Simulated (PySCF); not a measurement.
**Spin states and ions at one geometry of [Bi(SiH3)3]2+**

PySCF 2.14.0, RKS BP86, Bi def2-SVP with ECP60, Si def2-SVP, H def2-SVP; non-relativistic Hamiltonian with scalar-relativistic core potentials where named; density fitting; no spin-orbit coupling; singlets restricted, open shells unrestricted. The geometry is relaxed for charge +2, singlet, vacuum:

```xyz
13

Bi    0.0000    0.0000   -0.5546
Si    2.7932    0.0000   -0.6988
H     3.1390   -1.2869   -0.0260
H     2.8277    0.0000   -2.2014
H     3.1390    1.2869   -0.0260
Si   -1.3966    2.4190   -0.6988
H    -0.4550    3.3619   -0.0260
H    -1.4139    2.4488   -2.2014
H    -2.6840    2.0750   -0.0260
Si   -1.3966   -2.4190   -0.6988
H    -2.6840   -2.0750   -0.0260
H    -1.4138   -2.4489   -2.2014
H    -0.4550   -3.3619   -0.0260
```

Energies count from the relaxed state; an electron taken off or put on is at rest in vacuum. Charges and spins are Mulliken's.

Question: Order these states by energy, lowest first.
A. charge +2, singlet, vacuum
B. charge +1, doublet, vacuum
C. charge +3, doublet, vacuum
D. charge +2, triplet, vacuum

Answer: B (-11.97 eV), A (0.00 eV), D (1.43 eV), C (18.42 eV).

Question: How do charge and spin on the first atom follow?

Answer: 
| state | spin squared | charge on Bi1 (e) | spin on Bi1 (e) | dipole about the centre of mass (D) |
| --- | --- | --- | --- | --- |
| charge +2, singlet, vacuum | 0.00 | 0.48 | 0.00 | 0.51 |
| charge +2, triplet, vacuum | 2.00 | 0.29 | 1.49 | 1.44 |
| charge +3, doublet, vacuum | 0.75 | 0.70 | 0.49 | 0.94 |
| charge +1, doublet, vacuum | 0.75 | 0.07 | 1.05 | 0.27 |

With an electron taken off (doublet) the charges change, summed by element, by Bi +0.22 e, Si +0.20 e, H +0.58 e. The vertical ionisation energy is 18.42 eV, against −ε(HOMO) = 15.99 eV of the relaxed state. The level lies 2.4 eV too high, as is usual for semilocal functionals and global hybrids, which keep a self-interaction error.

With an electron put on (doublet) the charges change, summed by element, by Bi -0.42 e, Si -0.12 e, H -0.47 e. The vertical electron affinity is 11.97 eV, against −ε(LUMO) = 14.49 eV of the relaxed state.

Open shells may have lower solutions than those found. Hard to converge, so the more doubtful: charge +2, triplet, vacuum; charge +3, doublet, vacuum.

A frequency check found unstable modes (1, the lowest at -6 cm⁻¹), so the relaxed geometry is a saddle point, or these are noise.
